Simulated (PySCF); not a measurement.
Level of theory: PySCF with ωB97X-D3(BJ)/def2-TZVP // B3LYP-D3(BJ)/def2-SVP. All species are isolated molecules in the gas phase. One relaxed conformer stands for a flexible species; it need not be the lowest. Delta-SCF ions had no search for a lower state. Excitations are Tamm–Dancoff values on a coarser integration grid. The basis has no diffuse functions, so Rydberg states are missing or too high.

Reference species (SMILES): `[SiH2]([GeH2][CH3])C` (C–Si–Ge–C torsion 179°) (neutral, multiplicity 1).

```
Quantity                                   Value
--------------------------------------  --------
T1 excitation (TDA)                      6.34 eV
HOMO–LUMO gap                           11.93 eV
vertical ionisation energy (Delta-SCF)   9.74 eV
S1 excitation (TDA)                      7.08 eV
```

Changed species: `C[SiH2][GeH2][SiH2][GeH2][SiH2][GeH2][CH3]` (n = 3; the reference has n = 1).

Q: What does the change do to the T1 excitation (TDA), HOMO–LUMO gap, vertical ionisation energy (Delta-SCF) and S1 excitation (TDA)?

A: the T1 excitation (TDA) falls by 1.07 eV, to 5.27 eV; the HOMO–LUMO gap falls by 1.71 eV, to 10.22 eV; the vertical ionisation energy (Delta-SCF) falls by 1.02 eV, to 8.72 eV; the S1 excitation (TDA) decreases by 1.00 eV, to 6.08 eV.
